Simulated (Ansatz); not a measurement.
Cartesian coordinates (Å):
SMILES: [NH2][SnH3]
```xyz
7

N      1.2460     0.1732     0.2998
Sn    -0.7692     0.0061    -0.0311
H      1.7404     0.5979    -0.4763
H      1.6910    -0.7176     0.4889
H     -1.1661    -0.9750    -1.3888
H     -1.3282     1.6008    -0.2849
H     -1.4140    -0.6855     1.3923
```
Charge 0, multiplicity 1.

Method: frozen-core CCSD(T)/def2-TZVPP // B3LYP-D3(BJ)/def2-TZVP (Ansatz, an electronic-structure program).

```
Item                           Result
----------------------  -------------
HF energy               -270.71356 Ha
MP2 correlation energy    -0.56249 Ha
```

Estimate the CCSD correlation energy, the (T) correction, the total energy and the T1 diagnostic.


The CCSD correlation energy comes out as -0.58041 Ha. The (T) correction comes out as -0.01778 Ha and the CCSD(T) total energy comes out as -271.31175 Ha. The T1 diagnostic is 0.013.
